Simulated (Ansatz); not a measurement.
Computed with Ansatz on PBE0-D4/def2-TZVP structures; ΔE is electronic, products minus reactants. CCSD(T)/CBS is the MP2 limit (def2-TZVPP, def2-QZVPP) plus CCSD(T) − MP2 in def2-TZVPP, frozen cores. This one scheme is used for every species. For Ga outer-core shells are correlated without core-valence functions, which leaves a few kJ/mol of doubt a bond. Scalar relativity is left out up to krypton. Each species was taken in one conformer, which may not be the lowest.

Consider the ligand exchange at a Ga–C bond: `[CH3][Ga]([Cl])[Cl]` + `N=C=O` → `O=C=[N][Ga]([Cl])[Cl]` + CH₄.

`[CH3][Ga]([Cl])[Cl]`:

```xyz
7

C    -0.232   -0.947    0.257
Ga    0.222    0.880   -0.225
Cl   -0.863    1.989   -1.696
Cl    1.844    1.963    0.649
H     0.377   -1.282    1.096
H    -1.289   -1.004    0.519
H    -0.058   -1.599   -0.601
```

`N=C=O`:

```xyz
4

N    -0.401   -0.009   -0.652
C     0.433    0.083    0.217
O     1.324    0.210    0.950
H    -1.357   -0.284   -0.515
```

`O=C=[N][Ga]([Cl])[Cl]`:

```xyz
6

O     2.261    1.557   -0.834
C     1.405    0.780   -0.721
N     0.545   -0.062   -0.671
Ga   -0.861   -0.559    0.355
Cl   -1.980   -2.248   -0.221
Cl   -1.370    0.531    2.092
```

CH₄:

```xyz
5

C     0.000    0.000    0.000
H    -0.438   -0.969   -0.238
H    -0.762    0.645    0.436
H     0.386    0.458   -0.910
H     0.814   -0.134    0.712
```

```csv
species,CCSD(T)/CBS(def2) energy (Eh)
`[CH3][Ga]([Cl])[Cl]`,-2883.47913
`N=C=O`,-168.51995
`O=C=[N][Ga]([Cl])[Cl]`,-3011.56329
CH₄,-40.46206
```

(1) Work out ΔE.

Largest T1 diagnostic among the species: 0.018.

Results:

(1) ΔE = (-3011.56329) + (-40.46206) − (-2883.47913) − (-168.51995) = -0.02627 Eh = -69.0 kJ/mol.

In def2-TZVPP, CCSD(T) changes the Hartree–Fock value by +17.2 kJ/mol (the triples alone add +1.4 kJ/mol) and MP2 by +15.4 kJ/mol. Leaving LDA and LC-ωPBE aside and taking each functional with its dispersion term where it has one, the values, not all of them listed here, spread over 20.1 kJ/mol, from BHLYP-D4 to PBE-D4. LDA lies +4.0 kJ/mol from PBE without D4. From PBE to PBE0 (25 % exact exchange), in def2-TZVPP and without D4, ΔE moves by −6.9 kJ/mol.
